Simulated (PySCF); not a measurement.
A calculated (M06, PySCF 2.14, ANO-RCC-VTZP, scalar relativity by spin-free X2C-1e) atom or ion has these occupied shells.

| shell | electrons | orbital energy (eV) | rms radius, mean of both spins (bohr) |
| --- | --- | --- | --- |
| 1s α | 1 | -38794.6 | 0.0286 |
| 1s β | 1 | -38794.6 | 0.0286 |
| 2s α | 1 | -6226.8 | 0.116 |
| 2s β | 1 | -6226.8 | 0.116 |
| 2p α | 3 | -5584.2 | 0.104 |
| 2p β | 3 | -5584.2 | 0.104 |
| 3s α | 1 | -1359.8 | 0.304 |
| 3s β | 1 | -1359.8 | 0.304 |
| 3p α | 3 | -1152.1 | 0.304 |
| 3p β | 3 | -1152.1 | 0.304 |
| 3d α | 5 | -852.06 | 0.282 |
| 3d β | 5 | -852.05 | 0.282 |
| 4s α | 1 | -293.40 | 0.693 |
| 4s β | 1 | -293.38 | 0.693 |
| 4p α | 3 | -224.97 | 0.737 |
| 4p β | 3 | -224.95 | 0.737 |
| 4d α | 5 | -124.66 | 0.825 |
| 4d β | 5 | -124.64 | 0.825 |
| 5s α | 1 | -57.422 | 1.64 |
| 5s β | 1 | -57.326 | 1.64 |
| 5p α | 3 | -39.693 | 1.88 |
| 5p β | 3 | -39.620 | 1.88 |
| 6p α | 1 | -12.181 | 4.61 |

Problem. Name the element and its charge.

Solution. La²⁺ (lanthanum, charge +2), in [Xe] 6p1, 2P determinant (an excited configuration).
